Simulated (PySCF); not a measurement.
One of the candidates below gave these computed data.

All candidates are C3H6N2Si.

* Polarisability: 73.5 au [CAM-B3LYP/def2-SVPD]
* Rotational structure: rotational constants A, B, C: 6.369, 1.381, 1.183 GHz [GFN2-xTB]
* Triplet: lowest triplet excitation (Tamm–Dancoff): 3.76 eV [TDA CAM-B3LYP/def2-SVPD]
* 13C NMR: chemical shifts (computed TMS as zero) by class: 184.0 (1 C), 123.8 (1 C), 34.1 (1 C) ppm [GIAO PBE0/pcSseg-1]
* Dipole: 5.25 D [CAM-B3LYP/def2-SVPD]
* 1H NMR: chemical shifts (computed TMS as zero) by class: 8.91 (1 H), 5.25 (2 H), 2.35 (3 H) ppm [GIAO PBE0/pcSseg-1]

The electronic properties come from PySCF, for the isolated species, density fitting. Levels stand in brackets. Isolated species at its GFN2-xTB geometry (one conformer only). NMR values are class means; diastereotopic atoms form classes of their own.

Question: Which candidate is it?
A. `C=C[Si@@H](N)C#N`
B. `[SiH3]c1c[nH]cn1`
C. `C/C=N/[SiH2]C#N`

Answer: C. It is `C/C=N/[SiH2]C#N`. Numbering: `[CH3:1]/[CH:2]=[N:3]/[SiH2:4][C:5]#[N:6]`. Its formula, C3H6N2Si, gives 3 degrees of unsaturation: 0 rings and 3 π bonds in the structure found. 3 carbons fall into 3 classes; from least to most shielded: C=N carbon [C2] (184.0 ppm), cyano carbon [C5] (123.8 ppm), methyl carbon [C1] (34.1 ppm). Hydrogen classes from least to most shielded: 1 H on a C=N carbon, C2 (8.91 ppm), 2 H on an SiH2 silicon, Si4 (5.25 ppm), 3 H on a methyl carbon, C1 (2.35 ppm). The optimised geometry has point group C1 and is an asymmetric top.

The others, at the same levels:
- `C=C[Si@@H](N)C#N` fails: its computed 13C shifts are 145.0 (1 C), 137.7 (1 C), 127.2 (1 C) ppm, 1H shifts are 6.68 (1 H), 6.40 (1 H), 6.30 (1 H), 5.00 (1 H), 0.78 (2 H) ppm and lowest triplet excitation (Tamm–Dancoff) is 4.32 eV (against 3.76 eV).
- `[SiH3]c1c[nH]cn1` fails: its computed 13C shifts are 138.9 (1 C), 136.1 (1 C), 128.8 (1 C) ppm, 1H shifts are 8.50 (1 H), 7.60 (1 H), 7.24 (1 H), 4.47 (3 H) ppm and lowest triplet excitation (Tamm–Dancoff) is 4.56 eV (against 3.76 eV).

Each candidate is one conformer, not necessarily the lowest. Dipoles, sizes and rotational constants follow the conformer. The torsions of the flexible species, by atom-mapped SMILES:
- `[CH3:1]/[CH:2]=[N:3]/[SiH2:4][C:5]#[N:6]`: C2–N3–Si4–C5 121°
- `[CH2:1]=[CH:2][Si@@H:3]([NH2:4])[C:5]#[N:6]`: C1–C2–Si3–N4 17°, H–N4–Si3–C2 -175°, H–N4–Si3–C2 43°
